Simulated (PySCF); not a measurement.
Several orderings of computed values.

All species are isolated and taken at one optimised geometry (atoms past krypton carry core potentials, spin–orbit coupling is left out). Electronic properties by PySCF.

The conformers computed, where there is a choice (atom-mapped SMILES and torsion angles):
- `[CH3:1]/[CH:2]=[CH:3]/[C@@H:4]([CH3:5])[F:6]`: C2–C3–C4–C5 -119°
- `[CH2:1]=[C:2]([Se:3][CH3:4])[CH:5]1[CH2:6][CH2:7]1`: C1–C2–Se3–C4 -6°, C1–C2–C5–C6 -148°
- `[CH2:1]=[CH:2][C@H:3]([CH3:4])[CH2:5][F:6]`: C1–C2–C3–C4 -113°, C2–C3–C5–F6 64°
- `[CH3:1]/[CH:2]=[C:3](\[F:4])[CH2:5][CH3:6]`: C2–C3–C5–C6 120°

The conformers of `CCC[SiH]1OCCO1` and `CCO[Si@H]1CCCO1` aren't listed.

(1) Rank by HOMO–LUMO gap, highest first (CAM-B3LYP/def2-SVPD at PBE0-D3(BJ)/def2-SVP geometries).
A. `[C@@H](/C=C/C)(F)C`
B. `C[Se]C(C1CC1)=C`
C. `CCC[SiH]1OCCO1`
D. `C/C=C(\F)CC`
E. `CC(C)=C(C)F`
F. `C([Te]C#N)#N`
G. `C=C[C@H](C)CF`

(2) By how much do the two ends of that ranking differ?

(3) Rank by lowest singlet excitation, highest first (TDDFT CAM-B3LYP/def2-SVPD at PBE0-D3(BJ)/def2-SVP geometries).
A. `CCC[SiH]1OCCO1`
B. `CCO[Si@H]1CCCO1`
C. `C/C=C/[C@@H](C)F`
D. `C=C([Se]C)C1CC1`
E. `CC(C)=C(C)F`
F. `C/C=C(\F)CC`

(4) Rank by static isotropic polarisability, highest first (CAM-B3LYP/def2-SVPD at PBE0-D3(BJ)/def2-SVP geometries).
A. `N#C[Te]C#N`
B. `CCC[SiH]1OCCO1`
C. `C[Se]C(=C)C1CC1`
D. `FC(=C(C)C)C`

(5) Rank by smallest rotational constant, highest first (PBE0-D3(BJ)/def2-SVP).
A. `N#C[Te]C#N`
B. `C=C[C@H](C)CF`
C. `C=C([Se]C)C1CC1`
D. `C/C=C/[C@@H](C)F`
E. `C/C=C(\F)CC`

(6) Rank by vertical ionisation energy, highest first (ΔSCF CAM-B3LYP/def2-SVPD at PBE0-D3(BJ)/def2-SVP geometries).
A. `C/C=C(\F)CC`
B. `N#C[Te]C#N`
C. `CC(C)=C(C)F`
D. `CCC[SiH]1OCCO1`
E. `C(=C\[C@H](F)C)/C`

(7) Give the two extremes of that set in kJ/mol.

(8) Rank by lowest triplet excitation (Tamm–Dancoff), highest first (TDA CAM-B3LYP/def2-SVPD at PBE0-D3(BJ)/def2-SVP geometries).
A. `CCC[SiH]1OCCO1`
B. `O(CC)[Si@@H]1OCCC1`
C. `N#C[Te]C#N`
D. `C/C=C(\F)CC`
E. `C(C)(=C(C)F)C`

Results:

(1) C (10.50 eV), G (10.19 eV), A (9.80 eV), D (9.50 eV), E (9.15 eV), B (8.07 eV), F (7.46 eV).

(2) By 3.04 eV, between `CCC[SiH]1OCCO1` and `N#C[Te]C#N`.

(3) B (7.65 eV), A (7.34 eV), C (7.00 eV), F (6.50 eV), E (6.25 eV), D (4.83 eV).

(4) C (99.0 au), B (88.5 au), A (66.4 au), D (64.6 au).

(5) B (1.977 GHz), E (1.785 GHz), D (1.631 GHz), A (1.478 GHz), C (1.019 GHz).

(6) B (10.26 eV), D (9.91 eV), E (9.37 eV), A (9.10 eV), C (8.73 eV).

(7) `CC(C)=C(C)F`: 842 kJ/mol; `N#C[Te]C#N`: 990 kJ/mol.

(8) B (7.44 eV), A (6.99 eV), D (4.36 eV), E (4.26 eV), C (3.14 eV).
